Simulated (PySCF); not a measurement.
**Working with the constants of CsI**

RHF-CCSD(T) constants of CsI, ¹Σ⁺ (singlet), closed shell (basis Cs def2-SVP with ECP46, I def2-SVP with ECP28; scalar-relativistic core potentials; PySCF 2.14; masses 132.9054 and 126.9045 u):

| Item | Value |
| --- | --- |
| ωe | 117.5 cm⁻¹ |
| ωexe | 0.236 cm⁻¹ |
| Be | 0.022027 cm⁻¹ |
| αe | 6.07e-05 cm⁻¹ |
| D (centrifugal) | 3.1e-09 cm⁻¹ |
| De to Cs + I | 3.16 eV |

(1) Give the vibrational terms G(v) and spacings up to v = 6.

(2) How well does the Morse estimate ωe²/(4ωexe) reproduce De, and what is D0?

Measured values (Huber and Herzberg, Constants of Diatomic Molecules (1979)): ωe = 119.178 cm⁻¹, ωexe = 0.2505 cm⁻¹, Be = 0.023627357 cm⁻¹, αe = 6.8263e-05 cm⁻¹.

Correlated steps freeze 4 core orbitals. Correlated levels converge slowly with the basis: in double zeta they bind strong bonds too weakly, by up to about 1 eV, and carry superposition errors of some tenths. Spin–orbit coupling is left out, which matters for elements this heavy, above all for dissociation energies. Where the molecule has an RHF reference, its open-shell atoms are computed with UHF.

Answers

(1) G(v) = ωe(v+½) − ωexe(v+½)².

| v | G(v) (cm⁻¹) | G(v) − G(v−1) | Bv (cm⁻¹) |
| --- | --- | --- | --- |
| 0 | 58.7 |  | 0.02200 |
| 1 | 175.7 | 117.0 | 0.02194 |
| 2 | 292.3 | 116.6 | 0.02188 |
| 3 | 408.4 | 116.1 | 0.02181 |
| 4 | 524.0 | 115.6 | 0.02175 |
| 5 | 639.1 | 115.1 | 0.02169 |
| 6 | 753.8 | 114.7 | 0.02163 |

(2) It gives 1.81 eV, 57 % of the computed De. D0 = De − G(0) = 3.16 − 0.01 = 3.15 eV.
